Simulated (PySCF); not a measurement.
Method: B3LYP-D3(BJ)/def2-TZVP (PySCF). Gas-phase values, no solvent. One relaxed conformer stands for a flexible species; it need not be the lowest. B3LYP has the VWN-RPA correlation part, as in Gaussian. Excitations are Tamm–Dancoff values on a coarser integration grid. The basis has no diffuse functions, so Rydberg states are missing or too high.

Reference species (SMILES): `C/C=[SiH]/O` (C–Si–O–H torsion 0°) (neutral, multiplicity 1).

```yaml
S1–T1 gap (TDA): 1.39 eV
T1 excitation (TDA): 3.04 eV
S1 oscillator strength: 0.016
HOMO–LUMO gap: 5.18 eV
```

Changed species: `C=C(O)[SiH3]` (Si–C–O–H torsion 0°).

What does the change do to the S1–T1 gap (TDA), T1 excitation (TDA), S1 oscillator strength and HOMO–LUMO gap?

the S1–T1 gap (TDA) rises by 0.06 eV, to 1.45 eV; the T1 excitation (TDA) goes up by 0.95 eV, to 3.99 eV; the S1 oscillator strength decreases by 0.016, to 0.000; the HOMO–LUMO gap goes up by 1.28 eV, to 6.46 eV.
